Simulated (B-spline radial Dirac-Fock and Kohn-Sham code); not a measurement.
## Elastic electron scattering at 1 keV, Mo to Cs

The computed values come from a radial B-spline solver: relativistic (Dirac) partial waves in the static field of the Dirac-Fock atom with Furness-McCarthy exchange, without polarisation or absorption potentials. σ_tr1 and σ_tr2 weight the cross section with 1 − P₁ and 1 − P₂ of cos θ; "backward" is the share scattered beyond 90°.

```csv
Z,element,σ (a₀²),σ_tr1 (a₀²),σ_tr2 (a₀²),backward (%),dσ/dΩ at 90° (a₀²/sr)
42,Mo,9.20,1.70,1.67,7.2,0.0719
43,Tc,9.70,1.74,1.72,7.0,0.0756
44,Ru,8.63,1.77,1.72,8.1,0.0795
45,Rh,8.34,1.81,1.74,8.6,0.0834
46,Pd,7.32,1.84,1.74,10,0.0873
47,Ag,7.78,1.88,1.77,9.8,0.0908
48,Cd,8.18,1.92,1.80,9.6,0.0940
49,In,9.01,1.96,1.83,8.9,0.0967
50,Sn,9.53,2.00,1.87,8.7,0.0988
51,Sb,9.85,2.04,1.91,8.6,0.100
52,Te,10.0,2.08,1.94,8.7,0.101
53,I,10.1,2.12,1.98,8.8,0.102
54,Xe,10.1,2.16,2.02,9.1,0.101
55,Cs,12.7,2.21,2.07,7.4,0.100
```
